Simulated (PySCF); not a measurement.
# Electron correlation in Se⁺ (selenium, charge +1)

[Ar] 3d10 4s2 4p3, high-spin 4S determinant. All numbers are calculated (PySCF 2.14, scalar relativity by spin-free X2C-1e, in jorge-DZP-DKH). Frozen: [Ar] 3d10; 5 electrons correlated.

MP2 pair energies summed by pair of shells (mhartree):

| pair | energy | share (%) |
| --- | --- | --- |
| 4s-4p | -17.55 | 64.8 |
| 4s-4s | -5.36 | 19.8 |
| 4p-4p | -4.15 | 15.3 |

Total MP2 correlation energy: -27.06 mhartree.

Same-spin part -5.93 and opposite-spin part -21.13 mhartree; SCS-MP2 scales them by 1/3 and 6/5 to -27.33 mhartree.

| level | correlation energy (mhartree) |
| --- | --- |
| CCSD | -32.69 |
| (T) | -0.20 |
| CCSD(T) | -32.89 |

Diagnostics: T1 = 0.0020, D1 = 0.0047, largest double amplitude 0.023.

Cost of the coupled-cluster step: 0.19 s of wall time on 1 thread of Intel(R) Xeon(R) 6975P-C (shared host), for 5 correlated electrons.
